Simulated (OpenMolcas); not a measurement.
Pt6+ (d4) among equal point charges was computed by CASSCF with the d shell active (OpenMolcas, ANO-RCC-VDZP on the metal). Its lowest spin-free states, and all those of the highest spin:

```tsv
2S+1	Degeneracy	E (cm-1)
5	2	0.0
5	2	3840
5	1	5798
3	1	19883
3	2	20604
3	2	21950
3	1	22133
3	2	22743
3	2	23557
3	1	23676
3	1	23970
3	1	25595
```

Problem. Is the site octahedral, tetrahedral or cube-like, axial, or of lower symmetry?

Solution. The states with 2S+1 = 5 have orbital degeneracies 2, 2, 1. There are pairs but no triples, so the site is axial: not cubic, but with a proper or improper axis of order three or more. The run had Pt6+ among 6 point charges of -1.7 e arranged as a trigonal antiprism (D3d), 2.27 Å from the ion, with a polar angle of 60.8° against the regular 54.74°.

Spin-orbit coupling mixes the spin-free states strongly: the lowest level takes only 33 % from its leading state, 5E. Without dynamic correlation the repulsion within the d shell is too large (B by tens of per cent), so at a given field states of lower spin stand too high. Point charges give a weaker field than real ligands, and real ions of this kind are as a rule low spin; the high spin found here belongs to the model. This is an electrostatic model: the charges have no orbitals. No measured value stands beside these numbers.
